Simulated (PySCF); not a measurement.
# One molecule, several mistakes: BClH4NSi cation

All numbers below are calculated, not measured. They come from PySCF 2.14.0, an open-source quantum chemistry program, on an isolated molecule that a program drew, which may never have been made. The molecule is BClH4NSi cation (charge +1, singlet), drawn as the SMILES string `N[SiH2][B+]Cl`.

Each row is a Hartree-Fock (HF) and frozen-core CCSD(T) single point in the cc-pV(D+d)Z basis, meant for a local HF minimum. Run 1 is clean. Each other run has one planted mistake out of seven kinds, and not every kind appears here: one electron removed, one electron added, multiplicity raised by two, geometry at a saddle point, minimal basis STO-3G, one bond length entered in bohr, all coordinates scaled. The reference is restricted for singlets and unrestricted otherwise, and also for a bond in bohr. Adding or removing an electron swaps singlet and doublet. Electrons count all cores. HOMO and LUMO are orbital energies over both spins, the gradient is its largest component, and the lowest frequency (negative if imaginary) is given only where the gradient is small. Bond lengths are over the 7 bonds as drawn. T1 is the CCSD diagnostic: over 0.02 (restricted) or 0.045 (unrestricted) a single reference is doubtful.

Geometry of the clean run:
```xyz
8
BClH4NSi cation, angstrom
N    -1.1859   -2.1940   -0.0518
Si    0.2985   -1.4420    0.1527
B     1.3780   -1.6360   -1.6730
Cl    2.1568   -1.8151   -3.0911
H    -1.3675   -3.1438    0.2148
H    -2.0200   -1.7081   -0.3246
H     1.2106   -2.1271    1.0730
H     0.2347    0.0178    0.2682
```

```
run  electrons  basis functions  <S^2>  HOMO (eV)  LUMO (eV)  gradient (hartree/bohr)  lowest frequency (cm^-1)  mean bond (Å)  longest bond (Å)      T1  HF (hartree)  CCSD(T) (hartree)               mistake
  1         46               94  0.000     -15.82      -4.21                  3.9e-05                       100         1.4817             2.130  0.0165    -829.67907         -830.20772              no fault
  2         46               32  0.000     -13.86      -1.82                  4.7e-02                         -         1.4817             2.130  0.0198    -820.41320         -820.59017  minimal basis STO-3G
  3         47               94  0.770      -6.37       2.39                  8.3e-02                         -         1.4817             2.130  0.0153    -829.87229         -830.40543    one electron added
  4         46               94  0.000     -16.12      -3.90                  1.1e-01                         -         1.3691             1.968  0.0139    -829.62123         -830.14178                     ?
  5         46               94  2.052     -11.74      -6.50                  1.2e-01                         -         1.4817             2.130  0.0406    -829.56560         -830.07585                     ?
```

**Which mistake was planted in run 4, and what did it cost?**

The mean and the longest bond both change by the same factor, 0.924, and the gradient is no longer small. So the mistake is: all coordinates scaled. Subtracting run 1 and multiplying by 627.51 kcal/mol a hartree, the energy moved by 36.3 kcal/mol in HF and 41.4 kcal/mol in CCSD(T).

**Which mistake was planted in run 5, and what did it cost?**

Electrons, basis and geometry are unchanged, and <S^2> is 2.052, beside S(S+1) = 2.00 for a multiplicity of 3. So the mistake is: multiplicity raised by two. Subtracting run 1 and multiplying by 627.51 kcal/mol a hartree, the energy moved by 71.2 kcal/mol in HF and 82.7 kcal/mol in CCSD(T).

